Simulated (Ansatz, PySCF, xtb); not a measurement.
Noncovalent pair: AsH3 (SMILES [AsH3]) (first 4 atoms) with H2Se (SMILES [SeH2]); geometry from B3LYP-D3(BJ)/def2-TZVP, rigid monomers moved along the line of their centres of mass till As1···Se5 is 4.29 Å.
(charge 0, multiplicity 1):
```csv
atom,x (Å),y (Å),z (Å)
As,-0.1887,-0.1176,-0.3551
H,-0.1534,-0.0902,-1.8806
H,1.3100,0.1333,-0.2509
H,-0.5074,1.3694,-0.2698
Se,-0.0175,-0.5860,3.9031
H,-1.4613,-0.6545,3.6408
H,-0.2481,-0.0771,5.2649
```

```tsv
level	interaction energy (kcal/mol)	minus MP2/CBS(aug-cc-pVDZ, aug-cc-pVTZ) + ΔCCSD(T)/aug-cc-pVDZ	cost
GFN1-xTB	-0.97	0.02	-
HF/6-31G*	-0.15	0.83	-
HF/aug-cc-pVTZ	-0.08	0.90	-
PBE/def2-TZVPPD	-0.59	0.39	×1
PBE-D4/def2-TZVPPD	-1.29	-0.31	×1
r2SCAN-D4/def2-TZVPPD	-0.91	0.07	×2
B3LYP/3-21G (no counterpoise)	-0.74	0.25	-
B3LYP/6-31G*	-0.18	0.80	-
B3LYP/6-31G* (no counterpoise)	-0.25	0.73	-
B3LYP/LANL2DZ (no counterpoise)	-0.43	0.55	-
B3LYP/def2-TZVPPD	-0.08	0.90	×1
B3LYP-D3(BJ)/def2-TZVPPD	-1.22	-0.24	×1
PBE0/def2-TZVPPD	-0.52	0.46	×2
PBE0-D3(BJ)/def2-TZVPPD	-1.21	-0.23	×2
PBE0-D4/def2-TZVPPD	-1.20	-0.22	×2
wB97M-V/def2-TZVPPD	-0.93	0.06	×4
MP2/6-31G*	-0.66	0.32	-
MP2/CBS(aug-cc-pVDZ, aug-cc-pVTZ)	-1.11	-0.12	-
CCSD(T)/aug-cc-pVDZ	-0.86	0.12	×3
MP2/CBS(aug-cc-pVDZ, aug-cc-pVTZ) + ΔCCSD(T)/aug-cc-pVDZ	-0.98	0.00	×6
```

 The comparison column counts from a level with limits of its own.

The rows run from -1.29 (PBE-D4/def2-TZVPPD) to -0.08 kcal/mol (HF/aug-cc-pVTZ). The dispersion term adds -0.70 in PBE-D4, -1.14 in B3LYP-D3(BJ), -0.69 in PBE0-D3(BJ). The 4 functionals in def2-TZVPPD without D3 or D4 span 0.84, from wB97M-V to B3LYP.

Monomers are frozen at their geometry in the pair; levels with a basis set take the counterpoise correction. Rows marked so take none.

Correlated levels freeze the cores. Filled d and f shells under p-block atoms count as core. CBS(a, b) extrapolates the correlation energy as X⁻³ and adds the Hartree–Fock energy of set b. Rows in 3-21G, 6-31G*, LANL2DZ carry no dispersion term and start afresh at each structure (6-31G* with six Cartesian d functions); the Pople sets are all-electron and without relativity. MP2/6-31G* freezes PySCF's default core, which leaves 3d correlated. LANL2DZ brings its own core potentials from Na on.

Codes used: Ansatz (a quantum-chemistry and plane-wave program); PySCF for 3-21G rows, 6-31G* rows, LANL2DZ rows, the dispersion terms; xtb for the GFN methods. 

Costs are rough ratios of core time to PBE/def2-TZVPPD (about 10 s over the structures, on one shared machine); a dash marks a level with no comparable run of its own.
